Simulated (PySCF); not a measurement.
Species: CH₄BFO.
Geometry (PBE0-D3(BJ)/def2-SVP, Å), atoms numbered from 1 in this order:
```xyz
8
CH4BFO angstrom
C     -1.230   -0.174    0.158
O     -0.243    0.822    0.303
B      1.060    0.602    0.092
F      1.493   -0.599   -0.286
H     -0.830   -1.088   -0.305
H     -1.643   -0.426    1.147
H     -2.044    0.222   -0.466
H      1.847    1.500    0.242
```

Computed with TDDFT CAM-B3LYP/def2-SVPD, vertical, gas phase, core orbitals frozen in the response (PySCF 2.14.0, density-fitted response routines).

Frontier orbitals with the atoms that hold most of them (Löwdin shares over 4%, at most four atoms; ? is withheld):

```json
{"orbital": "HOMO-3", "ε (eV)": "-13.74", "atoms": "F4 37%, C1 24%, O2 14%, H5 7%"}
{"orbital": "HOMO-2", "ε (eV)": "-11.87", "atoms": "B3 28%, F4 25%, H8 25%, O2 13%"}
{"orbital": "HOMO-1", "ε (eV)": "-11.18", "atoms": "?"}
{"orbital": "HOMO", "ε (eV)": "-10.85", "atoms": "?"}
{"orbital": "LUMO", "ε (eV)": "1.10", "atoms": "B3 52%, C1 18%, F4 6%, O2 6%"}
{"orbital": "LUMO+1", "ε (eV)": "1.41", "atoms": "B3 39%, O2 27%, F4 16%, H8 14%"}
{"orbital": "LUMO+2", "ε (eV)": "1.94", "atoms": "C1 23%, B3 22%, H7 13%, H6 12%"}
```

Problem. Which atoms hold the HOMO-1, and with what shares?

Solution. O2 (bonded to B and C) 49%; C1 (bonded to O and 3 H) 18%; H5 (bonded to C) 11%; B3 (bonded to F, O and H) 8%.

Problem. Give the leading atoms of the HOMO.

Solution. O2 (bonded to B and C) 51%; C1 (bonded to O and 3 H) 19%; H6 (bonded to C) 10%; B3 (bonded to F, O and H) 8%.

Problem. The HOMO–LUMO gap is 11.95 eV. Where does the response calculation put the lowest singlet, and from which orbitals?

Solution. S1 is at 8.55 eV (f = 0.017), 3.41 eV below the gap, made of HOMO-1→LUMO+1 (92%). Its leading pair isn't HOMO and LUMO; the energies of that pair differ by 12.58 eV. 

Problem. One configuration dominates each of S1, S2 and S5. Which, and how do the shares of the two leading atoms of either orbital change from the occupied to the empty one?

Solution. 
- S1 (8.55 eV, f 0.017), HOMO-1→LUMO+1 (92%): O2 49% → 27%, C1 18% → at most 5%, B3 8% → 39%
- S2 (8.75 eV, f 0.0096), HOMO→LUMO (87%): O2 51% → 6%, C1 19% → 18%, B3 8% → 52%
- S5 (9.11 eV, f 0.0054), HOMO-1→LUMO (88%): O2 49% → 6%, C1 18% → 18%, B3 8% → 52%

Löwdin shares depend on the basis, the more so with diffuse functions.

One conformer stands for the species.
